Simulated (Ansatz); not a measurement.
Two isomers of CH4Br2Si: A = `[SiH3]C(Br)Br`, B = `BrC[SiH2]Br`.

Isolated molecules relaxed with PBE0-D4/def2-TZVP in Ansatz; ΔE leaves out vibrations. CCSD(T)/CBS adds triple-zeta CCSD(T) − MP2 to the extrapolated MP2 energy (def2 sets, frozen cores). Functionals use def2-TZVPP. B3LYP here is the variant with VWN-RPA as its local correlation; programs differ in this. For Br outer-core shells are correlated without core-valence functions, which leaves a few kJ/mol of doubt a bond. Scalar relativity is left out up to krypton. Each species was taken in one conformer, which may not be the lowest.

A:

```xyz
8

Si   -0.390    0.851   -0.327
C     0.297   -0.845    0.147
Br   -0.570   -1.460    1.766
Br    2.221   -0.724    0.346
H     0.253    1.279   -1.594
H    -1.857    0.725   -0.514
H    -0.076    1.793    0.771
H     0.124   -1.619   -0.596
```

B:

Z-matrix (Å, degrees):
```
C
Si 1 1.869
Br 1 1.947 2 106.0
H 1 1.088 2 113.1 3 117.3
H 1 1.089 2 113.1 3 -117.4
Br 2 2.226 1 108.2 3 179.9
H 2 1.478 1 110.2 3 61.7
H 2 1.478 1 110.2 3 -61.8
```

(1) Which isomer does CCSD(T)/CBS put lower? Give the gap. (An estimate is asked.)

(2) Give E(B) − E(A) in kJ/mol with B3LYP-D4, B3LYP, CCSD(T)/def2-TZVPP, B2PLYP, r2SCAN-D4, PBE0-D4, MP2/def2-TZVPP. (Best estimate.)

Largest T1 diagnostic: 0.009.

## Answers

(1) The calculation gave: B, by 166.3 kJ/mol.

(2) Ansatz gave: B3LYP-D4 -162.9, B3LYP -166.9, CCSD(T)/def2-TZVPP -162.3, B2PLYP -166.2, r2SCAN-D4 -169.1, PBE0-D4 -168.4, MP2/def2-TZVPP -164.1. None reverses the order clearly.

From PBE to PBE0 (25 % exact exchange), in def2-TZVPP and without D4, E(B) − E(A) moves by −8.8 kJ/mol. The D4 term adds +4.0 kJ/mol with B3LYP and +1.8 kJ/mol with PBE0; it sums over pairs of atoms, weighted by their polarisabilities, and B3LYP, whose exchange is more repulsive, gets the larger term.
